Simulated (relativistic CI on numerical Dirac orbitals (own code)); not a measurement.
# L2,3 absorption of copper in several valence states

Computed multiplet spectra 2p⁶3dⁿ → 2p⁵3dⁿ⁺¹ (Dirac-Coulomb-Breit ions, Slater integrals scaled by 0.8, an assumed crystal field that grows with the charge, no charge transfer; 300 K; Lorentzian 0.4 eV and Gaussian 0.3 eV FWHM at both edges, so that L2 comes out sharper than in experiment). Peaks over 5 % are given in eV from the highest peak in the L3 region of each spectrum (height, largest 100). S of the lowest state is read from ⟨S²⟩, and the branching ratio is the share of L3, cut at the minimum between the edges.

Field parameters in Wybourne normalisation: Td as Oh with Dq negative (B⁴₀ = 21Dq, B⁴₄ = √(5/14) B⁴₀). The field is a parameter set, without covalency.

- Cu2+ (d9, Td, 10Dq = -6550 cm⁻¹): S = 0.50, branching ratio 1.00; peaks 0.0 (100)
- Cu4+ (d7, Td, 10Dq = -10350 cm⁻¹): S = 1.50, high spin, branching ratio 0.76; peaks 0.0 (100), 0.6 (82), 1.5 (59), 1.9 (58), 2.8 (26), 3.7 (20), 4.9 (10), 5.7 (9), 20.8 (27), 21.6 (47), 23.9 (7), 24.4 (8), 25.5 (5)

Q: What spin state follows for Cu3+ in Td, 10Dq = -8450 cm⁻¹, and does its branching ratio lie nearer 2/3 or nearer 0.8?

A: Cu3+ (d8, Td, 10Dq = -8450 cm⁻¹): S = 1.00, branching ratio 0.91; peaks 0.0 (100), 0.6 (67), 2.9 (17), 22.0 (13). High-spin states, above all those with an unquenched orbital moment, raise the ratio above the statistical 2/3; low spin and nearly empty shells keep it near or below 2/3.

The centroid of the whole edge, which also moves with the branching ratio, lies at 931.6 (Cu2+), 936.3 (Cu3+), 943.5 (Cu4+) eV in this ionic model, in steps of 4.7 to 7.2 eV. Compounds show about 1 to 2 eV a unit and lower energies for the high valences, since ligands screen the charge. The multiplet shape follows the d count and the spin state, and so serves as a fingerprint of valence. For d9 in this field spin-orbit coupling puts the hole into a state that the L2 transition cannot reach; a distortion restores L2.
